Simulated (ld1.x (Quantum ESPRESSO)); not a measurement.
## What the settings do to the ultrasoft potential of selenium

Base potential:

ld1.x (Quantum ESPRESSO) 7.5 input, shortened:

```
&input
   title='Se', zed=34., rel=2, dft='PZ', iswitch=3,
   config='[Ar] 3d10 4s2 4p2.5 4d-2', rel_dist='average'
 /
 &inputp
   pseudotype=3, tm=.true., lloc=-2, rcloc=1.40,
   nlcc=.false.,
   which_augfun='PSQ', rmatch_augfun_nc=.true.
 /
5
4S  1  0   2.00   0.00  1.45  1.70  0.0
4S  1  0   0.00  -1.65  1.45  1.70  0.0
4P  2  1   2.50   0.00  1.05  1.30  0.0
4P  2  1   0.00  -1.15  1.05  1.30  0.0
4D  3  2  -2.00   0.35  1.20  1.35  0.0
 &test
   configts(1)='4s2 4p2.5'
 /
```

Open shells are filled in proportion to 2j + 1 (rel_dist='average').

All-electron outer shells of the reference configuration (LDA (PZ), scalar-relativistic, ld1.x):

```
shell  level (eV)  outermost node (bohr)  outermost maximum (bohr)
   4s      -32.36                   0.70                      1.47
   4p      -20.52                   0.74                      1.71
```

Cutoffs, loose and tight: the cutoffs (Ry, on a coarse ladder) from which the occupation-weighted sum of valence levels, in a spherical-Bessel basis at the reference potential, stays within 10 and 1 mRy of its value at 400 Ry. They do not see the model core or the augmentation charge, which bear on the density cutoff. Test errors are all-electron minus pseudo excitation energies from the reference, over the configurations 4s2 4p4; 4s2 4p3; 4s2 4p2; 4s2 4p0; 4s1 4p4; 4s2 4p4.3; 4s2 4p1. A dash means not determined; rows that change the core or the reference have their own tests. The largest error is taken over the tests solved by every variant that gives reliable tests at all: 4s2 4p2; 4s2 4p3; 4s2 4p4.

A true bound ghost makes a file unfit for plane-wave use even where its test errors are small: the radial tests pick states by their node count and pass the ghost by.

```tsv
change	outcome	cutoff, loose	cutoff, tight	bound ghosts	largest test error (meV)
base	generated	35 Ry	40 Ry	p3/2, p1/2	+7.0
all radii scaled by about 0.78 (s 1.32, p 1.02, d 1.06 bohr, rcut 1.12/0.82/0.94); local potential all-electron potential smoothed inside 1.10 bohr (lloc = -2)	failed: chargeps: negative rho	–	–	–	–
all radii scaled by about 0.91 (s 1.54, p 1.18, d 1.22 bohr, rcut 1.30/0.94/1.08); local potential all-electron potential smoothed inside 1.26 bohr (lloc = -2)	failed: run_pseudo: Errors in PS-KS equation	–	–	–	–
all radii scaled by about 1.15 (s 1.96, p 1.50, d 1.56 bohr, rcut 1.68/1.22/1.38); local potential all-electron potential smoothed inside 1.62 bohr (lloc = -2)	generated	15 Ry	25 Ry	none	+11
all radii scaled by about 1.25 (s 2.12, p 1.62, d 1.68 bohr, rcut 1.80/1.30/1.50); local potential all-electron potential smoothed inside 1.74 bohr (lloc = -2)	generated	10 Ry	15 Ry	none	+11
all radii scaled by about 1.35 (s 2.30, p 1.76, d 1.82 bohr, rcut 1.96/1.42/1.62); local potential all-electron potential smoothed inside 1.90 bohr (lloc = -2)	generated	12 Ry	21 Ry	none	+10
```

Reading the sweep of the scale of all radii (base = 1) (base included, trends over the rows without a ghost): Bound ghosts are found at 1. The generation fails at 0.78, 0.91.
